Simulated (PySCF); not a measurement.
C₂H₇ClSSi, SMILES C[Si](C)(S)Cl. Atoms are numbered in the order given.

```xyz
12

C     -1.3880    -0.1689    -1.5515
Si    -0.3518    -0.0372     0.0000
C     -1.3880    -0.1689     1.5515
S      0.8540     1.7583     0.0000
Cl     1.0446    -1.5884     0.0000
H     -2.1138     0.6595    -1.6017
H     -0.7501    -0.1244    -2.4468
H     -1.9465    -1.1190    -1.5633
H     -0.7501    -0.1244     2.4468
H     -1.9465    -1.1190     1.5633
H     -2.1138     0.6595     1.6017
H     -0.2205     2.5843     0.0000
```
Charge 0, spin multiplicity 1.

Coordinates come from a B3LYP-D3(BJ)/def2-SVP optimisation. One conformer was computed; it need not be the lowest.

Two levels are set side by side: PBE/pcSseg-1 (PySCF) and HF/pcSseg-1 (PySCF). GIAO shifts against H2S (³³S), HCl (³⁵Cl), TMS (²⁹Si), TMS (¹H), TMS (¹³C) at the same level; non-relativistic, no solvent, atoms listed together averaged. Without spin–orbit terms, shifts of atoms bonded to Cl or Br come out too high at both levels. Differences are taken from unrounded values.

```json
[
 {"quantity": "δ(¹³C) of C1, C3 (ppm)", "HF": "9.8", "PBE": "13.1", "PBE minus HF": "3.4"},
 {"quantity": "δ(²⁹Si) of Si2 (ppm)", "HF": "41.7", "PBE": "58.2", "PBE minus HF": "16.4"},
 {"quantity": "δ(³³S) of S4 (ppm)", "HF": "4.4", "PBE": "51.2", "PBE minus HF": "46.8"},
 {"quantity": "δ(³⁵Cl) of Cl5 (ppm)", "HF": "-12.8", "PBE": "50.7", "PBE minus HF": "63.5"},
 {"quantity": "δ(¹H) of H12 (ppm)", "HF": "0.61", "PBE": "0.48", "PBE minus HF": "-0.14"}
]
```

Rough cost on one machine, each run with all the roots and properties that it gave: HF against PBE within a factor of 2.
